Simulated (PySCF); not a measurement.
**N+: ionisation energy**

N+ [He] 2s2 2p2 (3P) → N(2+) [He] 2s2 2p1 (2P), as a difference of total energies. Calculation: PySCF 2.14, in cc-pVDZ-DK (3s2p1d, 14 functions); scalar relativity by spin-free X2C-1e. Correlated levels: valence: 1s2 frozen. The calculations carry no spin-orbit coupling.

| method | ionisation energy (eV) | difference from reference (eV) |
| --- | --- | --- |
| UHF | 29.240 | -0.361 |
| TPSS | 29.899 | +0.298 |
| M06-L | 29.890 | +0.289 |
| MP2 (valence) | 29.462 | -0.139 |
| SCS-MP2 (valence) | 29.357 | -0.244 |
| CCSD (valence) | 29.280 | -0.321 |
| CCSD(T) (valence) | 29.286 | -0.315 |

Reference: 29.601 eV (semi-empirical (NIST evaluation); NIST Atomic Spectra Database, ionization energies).

Errors of the correlated levels include the incompleteness of this basis and the frozen core.
